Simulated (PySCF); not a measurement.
## Ionisation energy of Sm³⁷⁺ by level of theory

Sm³⁷⁺ [Ar] 3d7 (4F) → Sm³⁸⁺ [Ar] 3d6 (5D), as a difference of total energies. All numbers are calculated (PySCF 2.14, the spin-free X2C one-electron Hamiltonian (Gaussian nucleus), in an uncontracted even-tempered set (18 s from 6.2 bohr⁻², ratio 2.5; 13 p from 8.1 bohr⁻², ratio 2.5; 8 d from 8.1 bohr⁻², ratio 2.5; 4 f from 35 bohr⁻², ratio 2.7; 3 g from 52 bohr⁻², ratio 2.7)). Correlated levels: outer shells: [Ne] frozen; virtual orbitals above 40 to 60 times the deepest correlated orbital energy dropped. The calculations carry no spin-orbit coupling.

| method | ionisation energy (eV) |
| --- | --- |
| UHF | 2681.7 |
| LDA | 2681.8 |
| PBE | 2682.5 |
| PBE0 | 2682.9 |
| r2SCAN | 2684.1 |
| M06-2X | 2682.2 |
| B97-3 | 2683.0 |
| MP2 (outer shells) | 2682.8 |
| SCS-MP2 (outer shells) | 2683.0 |

Spin-orbit coupling is strong in these open shells (close to jj coupling). The scalar numbers leave it out and a first-order estimate fails, so it can dominate the gap to the real levels.

Breit and QED terms and the two-electron picture change are absent.

For comparison: 2676 ± 4 eV (theoretical estimate listed by NIST; NIST Atomic Spectra Database, ionization energies).
